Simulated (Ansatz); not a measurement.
`FC(F)C[SiH3]` → `C[SiH2]C(F)F`  (isomerisation)

Calculated with Ansatz (gas phase, PBE0-D4/def2-TZVP geometries, no zero-point term in ΔE). CCSD(T)/CBS is the MP2 limit (def2-TZVPP, def2-QZVPP) plus CCSD(T) − MP2 in def2-TZVPP, frozen cores. Functionals use def2-TZVPP. Each species was taken in one conformer, which may not be the lowest.

| level | ΔE (kcal/mol) |
| --- | --- |
| ωB97M-V | 1.5 |
| MP2/def2-QZVPP | 2.1 |
| SCS-MP2/def2-QZVPP | 2.1 |
| MP2/CBS(def2) | 1.9 |

What does CCSD(T)/CBS give? (Estimate.)

Ansatz gave: +1.8 kcal/mol. The listed levels differ from it by -0.3, 0.3, 0.3, 0.1 kcal/mol.

Largest T1 diagnostic among the species: 0.012.

In def2-TZVPP, CCSD(T) changes the Hartree–Fock value by −0.8 kcal/mol (the triples alone add −0.1 kcal/mol) and MP2 by −0.8 kcal/mol. From PBE to PBE0 (25 % exact exchange), in def2-TZVPP and without D4, ΔE moves by +1.1 kcal/mol.

CCSD(T)/CBS has its own doubt, a few kJ/mol and more with outer-core shells, so smaller differences from it don't rank the levels.
